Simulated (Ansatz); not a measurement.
`[SbH2][O]C1=CC1`. Charge 0, multiplicity 1. Sb: def2 effective core potential.

```
atom    x (Å)    y (Å)    z (Å)
 Sb1   2.0034  -0.2852   1.5765
  O2   1.0432  -1.1969   0.0811
  C3  -0.0248  -0.6522  -0.4677
  C4  -0.9959  -0.7387  -1.3105
  C5  -0.8927   0.5471  -0.4920
  H6   1.9868   1.2736   0.8648
  H7   0.5945   0.1024   2.4723
  H8  -1.5644  -1.2428  -2.0702
  H9  -0.5471   1.4659  -0.9737
 H10  -1.6031   0.7268   0.3195
```

**Question.** List the harmonic frequencies (cm⁻¹, unscaled) at PBE0-D4/def2-TZVP in Ansatz. (An estimate is asked.)

**Answer.** The calculation gave: 37i, 102, 131, 380, 392, 535, 631, 692, 696, 773, 847, 975, 1008, 1065, 1075, 1103, 1260, 1516, 1889, 1953, 1958, 3026, 3084, 3316.
